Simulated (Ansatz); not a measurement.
BrF3Sn (`[F][Sn]([F])([F])[Br]`) at its PBE0-D4/def2-TZVP geometry, where that method's forces vanish. Total charge 0; spin multiplicity 1. Sn: def2 effective core potential.

```xyz
5

F     0.0980   -1.6264   -0.9864
Sn   -0.0433   -0.0301    0.0043
F    -1.5897    0.8500   -0.6151
F    -0.3907   -0.5337    1.7862
Br    1.9257    1.3402   -0.1890
```

Problem. What forces (eV/Å) does ωB97M-V/def2-TZVPP give on these atoms in the Gaussian-basis code of Ansatz? (Best estimate.)

Solution. Computed: 
```
F1   0.006 -0.017 -0.012
Sn2  0.102  0.071 -0.010
F3  -0.015  0.014 -0.008
F4   0.000 -0.004  0.022
Br5 -0.092 -0.064  0.009
```
